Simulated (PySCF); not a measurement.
CHNO, SMILES N=C=O (connectivity only; charge and spin as stated), charge -1, multiplicity 2. Atoms are numbered in the order given.

```xyz
4

N     -0.2266     1.1380     0.0000
C      0.3157    -0.0427     0.0000
O     -0.1009    -1.1944     0.0000
H      0.4997     1.8450     0.0000
```
Charge -1, spin multiplicity 2.

Geometry optimised at B3LYP-D3(BJ)/def2-TZVPD. The multiplicity is an assumed one; other spin states were not compared.

Level of theory: PBE/pcH-1 in PySCF.

Unrestricted Kohn–Sham, ⟨S²⟩ = 0.752. Hyperfine tensors hold the contact and dipolar terms, without spin-orbit corrections.

Question: Estimate the hyperfine couplings. (Estimate from the structure and the level; the computed values follow.)

Answer: 
| nucleus | A(iso) (MHz) | A(iso) (G) | dipolar principal values (MHz) |
|---|---|---|---|
| 14N no. 1 | 0.2 | 0.1 | -13.2, -9.8, 23.0 |
| 13C no. 2 | 225.6 | 80.5 | -43.7, -41.5, 85.1 |
| 17O no. 3 | -56.1 | -20.0 | -83.1, 40.3, 42.8 |
| 1H no. 4 | 48.0 | 17.1 | -17.2, -10.5, 27.8 |

Question: And the g tensor (effective nuclear charges for spin-orbit coupling, GIAO)? (An estimate is asked for; the answer gives what the named calculation found.)

Answer: principal values 1.9974, 2.0019, 2.0032; isotropic 2.0008.
